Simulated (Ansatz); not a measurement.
`F[SiH2]/C=C/[SiH3]`. Charge 0, multiplicity 1. Geometry: relaxed with PBE0-D4/def2-TZVP. It is one conformer, not always the lowest.

```xyz
12

F     1.010   -1.215    2.395
Si   -0.139   -1.781    1.433
C    -0.373   -0.577    0.045
C     0.336    0.551   -0.068
Si    0.116    1.776   -1.457
H     0.295   -3.110    0.934
H    -1.377   -1.932    2.238
H    -1.125   -0.804   -0.713
H     1.085    0.766    0.696
H    -0.268    3.109   -0.920
H    -0.948    1.279   -2.368
H     1.386    1.938   -2.215
```

What is the dipole moment at ωB97M-V/def2-TZVPP? (Estimate.)

Computed: 1.15 D, with components (-0.78, -0.22, -0.81) D in this frame, pointing from negative to positive charge.

And with PBE, r2SCAN, B3LYP? (Best estimate.)

The calculation gave: PBE 1.08 D, r2SCAN 1.11 D, B3LYP 1.17 D.

Give the Mulliken charges with ωB97M-V, B3LYP, r2SCAN in def2-TZVPP. (Best estimate.)

The calculation gave: 
```tsv
atom	ωB97M-V	B3LYP	r2SCAN
F1	-0.32	-0.33	-0.33
Si2	0.54	0.61	0.63
C3	-0.22	-0.20	-0.19
C4	-0.23	-0.20	-0.19
Si5	0.22	0.31	0.33
H6	-0.05	-0.09	-0.09
H7	-0.05	-0.09	-0.09
H8	0.09	0.09	0.07
H9	0.10	0.10	0.08
H10	-0.03	-0.07	-0.07
H11	-0.03	-0.07	-0.08
H12	-0.03	-0.07	-0.07
```

B3LYP here is the variant with VWN-RPA as its local correlation; programs differ in this.
